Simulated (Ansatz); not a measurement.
Process, species as SMILES: [Bi]([F])([F])[F] → [F][Bi]([F])[F] as triplet, charge 0 (to the triplet)

Wanted: adiabatic triplet-singlet gap, E(triplet) - E(singlet) (0 K, with zero-point energies), in eV. Terms: UHF or UKS for open shells; def2 sets with scalar-relativistic core potentials past Kr; no spin-orbit coupling; dispersion terms only where a functional's name holds one; LANL2DZ with its own core potentials from Na on. Ab initio and DFT rows: single points at B3LYP-D3(BJ) geometries (Ansatz, a quantum-chemistry and plane-wave program), with unscaled harmonic terms from B3LYP/6-31G* (LANL2DZ past Ar) at its own minima. Levels can end on unlike triplets.

| species | coefficient | E at B3LYP/LANL2DZ (Ansatz), Eh | E at wB97M-V/def2-TZVPD (Ansatz), Eh | zero-point energy, kcal/mol |
|---|---|---|---|---|
| [F][Bi]([F])[F] | -1 | -305.10548 | -514.26137 | 3.39 |
| [F][Bi]([F])[F] as triplet, charge 0 | +1 | -304.97946 | -514.11419 | 2.60 |

 1 Eh = 27.2114 eV and 1 eV = 23.0605 kcal/mol.

Work the quantity out at each level.


- B3LYP/LANL2DZ: the sum of coefficient times E is 0.12602 Eh, or 3.429 eV; the thermal terms add -0.034. Result: 3.39 eV.
- wB97M-V/def2-TZVPD: the sum of coefficient times E is 0.14718 Eh, or 4.005 eV; the thermal terms add -0.034. Result: 3.97 eV.
